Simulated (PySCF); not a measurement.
## Stretching AsN⁺

Set-up: PySCF, no relativity, basis sets As def2-TZVPPD, N def2-TZVPPD. Energies in eV from As⁺ + N in their ground configurations at the same level. State: ²Σ⁺ (doublet), unpaired electrons σ ↑.

All columns are PBE0. A positive dipole points towards N; it is taken about the centre of mass and depends on that origin.

```csv
R (Å),E (eV),μ (D),Mulliken charge on As (basis-dependent),HOMO (eV),LUMO (eV),Mayer bond order,⟨S²⟩
1.381,-1.395,-1.14,1.07,-18.19,-13.34,2.60,0.77
1.445,-2.530,-1.23,1.06,-17.75,-13.40,2.59,0.77
1.510,-3.145,-1.30,1.05,-17.34,-13.43,2.58,0.78
1.558,-3.356,-1.35,1.05,-17.05,-13.44,2.56,0.80
1.606,-3.408,-1.37,1.04,-16.76,-13.43,2.53,0.83
1.654,-3.343,-1.36,1.03,-16.48,-13.41,2.47,0.89
1.718,-3.139,-1.25,1.01,-16.14,-13.38,2.33,1.05
1.799,-2.797,-1.00,0.98,-15.80,-13.33,2.05,1.34
1.895,-2.367,-0.67,0.94,-15.48,-13.27,1.70,1.68
2.024,-1.855,-0.26,0.90,-15.16,-13.16,1.27,2.06
```

A fit through these points gives, at Re = 1.601 Å, μ = -1.37 D and dμ/dR = -0.219 D/Å; the reduced mass is 11.8 u.

Task: How strong is the fundamental in the double-harmonic approximation, I = 42.26·(dμ/dR)²/μred km/mol?

Result: I = 42.26·(-0.219)²/11.8 = 0.172 km/mol at PBE0.

⟨S²⟩ of the unrestricted solution departs from its pure value on part of the curve, where spin states mix. Spin–orbit coupling is left out. For an ion De counts to the pair picked by the measured ionisation energies or electron affinities, which need not be the lowest pair at this level. The state was picked by a PBE0 search and need not be the measured ground state.
